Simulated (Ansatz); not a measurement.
Ansatz (a quantum-chemistry and plane-wave program) input (LC-wPBE/def2-TZVPD):

Ansatz 0.2 input:
```yaml
crystal:
  periodic: [false, false, false]
  atoms:
    - {symbol: C, position_ang: [-1.51871499, -1.16640604, -0.15038214]}
    - {symbol: Al, position_ang: [0.02487090, 0.01964729, -0.00185079]}
    - {symbol: N, position_ang: [-0.19051821, 1.76861104, 0.22637676]}
    - {symbol: N, position_ang: [1.67861614, -0.62601673, -0.07667834]}
    - {symbol: H, position_ang: [-1.30083651, -2.04264203, -0.76606065]}
    - {symbol: H, position_ang: [-2.38066693, -0.65922519, -0.59098061]}
    - {symbol: H, position_ang: [-1.83070666, -1.53418792, 0.83144050]}
    - {symbol: H, position_ang: [-1.08770772, 2.22449867, 0.27500503]}
    - {symbol: H, position_ang: [0.54571463, 2.44862479, 0.32981356]}
    - {symbol: H, position_ang: [1.89787794, -1.60046250, -0.20906769]}
    - {symbol: H, position_ang: [2.52860804, -0.09174456, 0.00831395]}
basis:
  gaussian:
    orbitals: def2-TZVPD
hamiltonian:
  xc: {name: LC-wPBE}
output: {forces: true}
```

End of the output:

```
integrals: 0.16 GiB planned
1153 factors; their error is unknown
integrals: 0.20 GiB planned
611 factors; integrals over basis functions are off by at most 1.8e-5 eV
0.34 GiB of the device are held for the grids
1.50 GiB of device memory are held for the factors and their scratch space
mean field: 0.91 GiB planned
mean field evaluation 1: about -10717.3866 eV, gradient 7.6e1 eV
mean field evaluation 2: about -10719.4009 eV, gradient 6.7e1 eV
mean field evaluation 4: about -10727.9374 eV, gradient 2.1e0 eV
mean field evaluation 8: about -10727.9468 eV, gradient 7.1e-2 eV
mean field evaluation 16: about -10727.9223 eV, gradient 2.4e-5 eV
mean field -10727.92233122 eV, -394.2438740256 hartree, gradient 2.3e-5 eV, S^2 0.000000; 0 other end points of the search recorded, 0 dependent functions left out
the calculation of the forces begins
reference -10727.92233123 eV, -394.2438740259 hartree; 20, 20 occupied and 197, 197 virtual orbitals, 1153 factors
Total energy: -10727.92233123 eV, -394.2438740259 hartree
Atom 0 at    -1.518715    -1.166406    -0.150382 Å, force     0.080535     0.062651     0.001666 eV/Å
Atom 1 at     0.024871     0.019647    -0.001851 Å, force    -0.037907    -0.030152     0.004456 eV/Å
Atom 2 at    -0.190518     1.768611     0.226377 Å, force     0.012793    -0.037341    -0.005147 eV/Å
Atom 3 at     1.678616    -0.626017    -0.076678 Å, force    -0.033290     0.021699     0.002325 eV/Å
Atom 4 at    -1.300837    -2.042642    -0.766061 Å, force    -0.002919     0.027973     0.019121 eV/Å
Atom 5 at    -2.380667    -0.659225    -0.590981 Å, force     0.028462    -0.012231     0.014033 eV/Å
Atom 6 at    -1.830707    -1.534188     0.831441 Å, force     0.016430     0.016442    -0.028587 eV/Å
Atom 7 at    -1.087708     2.224499     0.275005 Å, force     0.047934    -0.027358    -0.001825 eV/Å
Atom 8 at     0.545715     2.448625     0.329814 Å, force    -0.043218    -0.044267    -0.008069 eV/Å
Atom 9 at     1.897878    -1.600462    -0.209068 Å, force    -0.014504     0.052633     0.008298 eV/Å
Atom 10 at     2.528608    -0.091745     0.008314 Å, force    -0.054316    -0.030049    -0.006270 eV/Å
Dipole moment:     0.081076     0.062052     0.009741 e Å
```
